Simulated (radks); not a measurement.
Spherical jellium clusters: N electrons in a uniform positive sphere of charge N and radius rs N^(1/3), rs = 2.4 bohr. Calculated with a radial shooting solver with Libxc functionals: non-relativistic Kohn-Sham, exchange-only LDA, spin-polarised, spherical densities. Levels are named by radial order and angular momentum (1s, 1p, 1d, 2s, ...), and open shells are averaged over m.

N = 16, configuration 1s2 1p6 1d(up 5, down 2) 2s(up 1, down 0). This is the lowest configuration that the search found. Occupied and some empty levels:

level    occupation  eigenvalue (eV)  <r> (bohr)
1s up             1          -9.0105       3.718
1s down           1          -8.0993       3.754
1p up             3          -6.4713       4.664
1p down           3          -5.6016       4.642
1d up             5          -3.6229       5.481
2s up             1          -3.0774       5.263
1d down           2          -2.7314       5.510
2s down           0          -2.0840       5.651
2p up             0         -0.72961       8.314
1f up             0         -0.71152       6.686
2p down           0         -0.21857       10.27

Energy (eV): total 1.28378, kinetic 66.764, external -1319.7, Hartree 633.22, exchange-correlation -70.074, background 691.13.

Electron density:

r (bohr)  n(r) (e/bohr^3)
0.209             0.01746
0.998             0.01691
1.79              0.01656
2.58              0.01715
3.36              0.01785
4.15              0.01680
4.94              0.01308
5.73             0.008033
6.52             0.003993
7.31             0.001761
8.09            0.0007352
8.88            0.0002989
9.67            0.0001203
10.5           0.00004821
